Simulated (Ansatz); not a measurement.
Ansatz (a first-principles code) input (PBE/def2-TZVPD):

Ansatz 0.2 input:
```yaml
crystal:
  periodic: [false, false, false]
  atoms:
    - {symbol: Si, position_ang: [-0.58728897, -0.60404562, 0.22209472]}
    - {symbol: Br, position_ang: [-0.37032054, 1.40032089, 1.23727475]}
    - {symbol: Br, position_ang: [1.12588951, -1.01818123, -1.15402590]}
    - {symbol: O, position_ang: [-1.94045110, -0.60283321, -0.70350341]}
    - {symbol: H, position_ang: [-2.69925996, -0.09558388, -0.39500864]}
basis:
  gaussian:
    orbitals: def2-TZVPD
hamiltonian:
  xc: {name: PBE}
magnetization: {spin_polarized: true, initial_magnetization: 1}
output: {forces: true}
```

End of the output:

```
integrals: 0.18 GiB planned
1350 factors; their error is unknown
mean field: 1.25 GiB planned
mean field evaluation 1: about -150003.7764 eV, gradient 4.6e1 eV
mean field evaluation 2: about -149932.5880 eV, gradient 1.2e2 eV
mean field evaluation 4: about -150010.1252 eV, gradient 8.3e0 eV
mean field evaluation 8: about -150010.4803 eV, gradient 8.6e-2 eV
mean field evaluation 16: about -150010.4671 eV, gradient 2.1e-4 eV
mean field -150010.46712894 eV, -5512.7829862420 hartree, gradient 1.5e-5 eV, S^2 0.752251; 0 other end points of the search recorded, 0 dependent functions left out
the calculation of the forces begins
reference -150010.46719243 eV, -5512.7829885752 hartree; 47, 46 occupied and 159, 160 virtual orbitals, 1350 factors
Total energy: -150010.46719243 eV, -5512.7829885752 hartree
Atom 0 at    -0.587289    -0.604046     0.222095 Å, force     0.313575     0.029696     0.270239 eV/Å
Atom 1 at    -0.370321     1.400321     1.237275 Å, force     0.012429     0.034029     0.039126 eV/Å
Atom 2 at     1.125890    -1.018181    -1.154026 Å, force     0.032842    -0.024216    -0.033906 eV/Å
Atom 3 at    -1.940451    -0.602833    -0.703503 Å, force    -0.025205    -0.273721    -0.442167 eV/Å
Atom 4 at    -2.699260    -0.095584    -0.395009 Å, force    -0.333642     0.234212     0.166708 eV/Å
Dipole moment:    -0.323975     0.024458     0.100731 e Å
```

It need not be the lowest isomer of its formula.
